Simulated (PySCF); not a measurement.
**Shapes and spin states of RuN2**

Level of theory: PBE0/[Ru def2-TZVP with ECP28, N def2-TZVP], scalar-relativistic core potentials, density fitting, no spin–orbit coupling, PySCF.

Relaxations began from a few typed shapes and spin states; open shells are unrestricted. The search is not exhaustive: other isomers or separated fragments can lie lower, and high-lying points may rest on an excited occupation.

| spin | group | bonds | angles | imaginary modes (cm⁻¹) | ΔE (kJ/mol) | ΔE with ZPE (kJ/mol) |
| --- | --- | --- | --- | --- | --- | --- |
| broken-symmetry Ms = 0 (⟨S²⟩ 1.00) | C∞v | N–N 1.115 Å, Ru–N 1.834 Å | N–N–Ru 180.0° | none | 0.0 | 0.0 |
| triplet | C2v | N–N 1.152 Å, Ru–N 2.034 Å (×2) | N–N–Ru 73.6° (×2), N–Ru–N 32.9° | none | 25.4 | 21.2 |
| broken-symmetry Ms = 0 (⟨S²⟩ 1.00) | C2v | N–N 1.150 Å, Ru–N 2.031 Å (×2) | N–N–Ru 73.5° (×2), N–Ru–N 32.9° | none | 57.8 | 53.8 |
| singlet (closed shell, unstable to spin polarisation) | C∞v | N–N 1.122 Å, Ru–N 1.801 Å | N–N–Ru 180.0° | none | 103.0 | 103.3 |
| singlet (closed shell, unstable to spin polarisation) | C∞v | N–N 1.109 Å, Ru–N 1.852 Å | N–N–Ru 180.0° | none | 113.0 | 112.9 |
| singlet (closed shell, unstable to spin polarisation) | C2v | N–N 1.172 Å, Ru–N 1.952 Å (×2) | N–N–Ru 72.5° (×2), N–Ru–N 35.0° | none | 145.2 | 141.1 |
| triplet | C2v | Ru–N 1.646 Å (×2) | N–Ru–N 112.2° | none | 264.2 | 256.9 |
| singlet | C2v | Ru–N 1.647 Å (×2) | N–Ru–N 106.6° | none | 288.3 | 282.4 |

The lowest minimum found is the broken-symmetry Ms = 0 (⟨S²⟩ 1.00) C∞v: N–N 1.115 Å, Ru–N 1.834 Å; N–N–Ru 180.0°.

For the lowest minimum: the determinant is spin-contaminated (⟨S²⟩ = 1.00, pure value 0.00).
